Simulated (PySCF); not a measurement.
## Basis and Hamiltonian dependence of the excitation energy of As

As [Ar] 3d10 4s2 4p3 (4S) → As [Ar] 3d10 4s1 4p3 5s1 (6S). All values are computed (PySCF 2.14, energy differences of UHF-based or UKS calculations, no spin-orbit coupling). Values in eV.

```
                                                                               basis       Hamiltonian  functions     UHF     LDA    PBE0  MP2 (valence)  CCSD(T) (valence)  CCSD(T) (valence and next inner shell)
                                                        aug-cc-pVDZ-PP with ECP10MDF               ECP         32  11.162  13.788  13.240         12.107             12.340                                     n/a
                                                                      aug-cc-pVDZ-DK     spin-free X2C         36  11.280  13.867  13.335         12.214             12.444                                     n/a
                                                                        ANO-RCC-VTZP     spin-free X2C         43  12.858  15.126  14.716         13.936             14.147                                  14.293
                      x2c-TZVPPall with one added diffuse shell each of s, p, d type     spin-free X2C         57  11.387  13.947  13.445         12.553             12.771                                  12.937
                                                                      aug-cc-pVTZ-DK     spin-free X2C         59  11.051  13.709  13.178         12.273             12.497                                     n/a
      aug-cc-pVTZ-PP with one added diffuse shell each of s, d, f type with ECP10MDF               ECP         68  10.915  13.667  13.077         12.181             12.408                                     n/a
                                                        aug-cc-pVQZ-PP with ECP10MDF               ECP         89  10.998  13.711  13.134         12.341             12.531                                     n/a
                                                                          dyall-av2z  non-relativistic         92  10.913  13.437  12.932         11.917             12.150                                     n/a
                                                                      aug-cc-pVQZ-DK     spin-free X2C         93  11.026  13.701  13.162         12.357             12.547                                     n/a
                                                                         def2-QZVPPD  non-relativistic         95  10.732  13.326  12.817         12.070             12.266                                     n/a
                                                      aug-cc-pwCVTZ-PP with ECP10MDF               ECP         96  11.020  13.738  13.159         12.297             12.509                                     n/a
                   x2c-QZVPPall with one added diffuse shell each of s, p, d, f type     spin-free X2C        113  11.086  13.763  13.219         12.411                n/a                                     n/a
aug-cc-pVQZ-PP with one added diffuse shell each of s, p, d, f, g type with ECP10MDF               ECP        114  10.907  13.674  13.079         12.275                n/a                                     n/a
                                                                          dyall-av3z     spin-free X2C        144  11.011  13.714  13.162         12.256                n/a                                     n/a
```

Frozen in the all-electron rows: valence: [Ar] 3d10; valence and next inner shell: [Ne]; with a core potential, the same shells as far as they lie outside it.

At UHF, ANO-RCC-VTZP, x2c-TZVPPall with one added diffuse shell each of s, p, d type lie more than 0.3 eV from the median of the rows with comparable relativity. Of these, ANO-RCC-VTZP has no diffuse functions of the l that the added or promoted electron needs.

Non-relativistic rows lack the scalar-relativistic shift. The upper state lies above the first ionisation limit, but in LS coupling its spin forbids autoionisation to the ground ion. A Rydberg-like electron needs more diffuse functions than a valence basis has.
